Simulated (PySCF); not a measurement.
Isomers of C4H7FO2, one GFN2-xTB conformer each. Single-point energies are computed at PBE0/pcSseg-1 (PySCF, gas phase, no added dispersion term), electronic only.

Question: Rank them by PBE0/pcSseg-1 energy, lowest first (kcal/mol).
A. `[CH3:1][O:2][CH2:3][CH2:4][C:5](=[O:6])[F:7]` with C1–O2–C3–C4 -173°, O2–C3–C4–C5 76°, C3–C4–C5–O6 15°
B. `[F:1][C@H:2]1[CH2:3][O:4][CH2:5][CH2:6][O:7]1` with F1–C2–C3–O4 73°, C2–C3–O4–C5 53°, C3–O4–C5–C6 -58°, O4–C5–C6–O7 59°
C. `[CH3:1][O:2][C@H:3]([CH3:4])[C:5](=[O:6])[F:7]` with C1–O2–C3–C4 -170°, O2–C3–C5–O6 8°
D. `[O:1]=[CH:2][CH2:3][C@@H:4]([F:5])[CH2:6][OH:7]` with O1–C2–C3–C4 0°, C2–C3–C4–F5 160°, C3–C4–C6–O7 -56°, C4–C6–O7–H -61°

Answer: A (0.0), C (0.2), D (9.8), B (11.1).

As drawn, the lowest has a C=O bond, which the highest lacks. Neighbours under 2.5 kcal/mol apart (COCCC(=O)F and CO[C@H](C)C(=O)F; O=CC[C@@H](F)CO and F[C@H]1COCCO1) can change places with a better method, another conformer or zero-point energy. GFN2-xTB itself gives, in the same order: 7.9, 8.4, 19.0, 0.0. GFN2-xTB puts F[C@H]1COCCO1 lowest instead; measured from each level's own lowest isomer, the values differ by up to 11.1 kcal/mol (F[C@H]1COCCO1: 0.0 against 11.1).

Q: Which frontier levels, dipoles and rotational constants go with these structures?

A: 
```csv
SMILES,"HOMO (eV, PBE0/pcSseg-1)",LUMO (eV),dipole (D),"A, B, C (MHz)"
COCCC(=O)F,-7.72,-0.30,3.52,"6136, 1340, 1237"
CO[C@H](C)C(=O)F,-8.04,-0.58,2.60,"3600, 2209, 1609"
O=CC[C@@H](F)CO,-7.78,-0.86,1.64,"3863, 1813, 1520"
F[C@H]1COCCO1,-7.38,1.48,1.85,"4024, 2864, 2128"
```
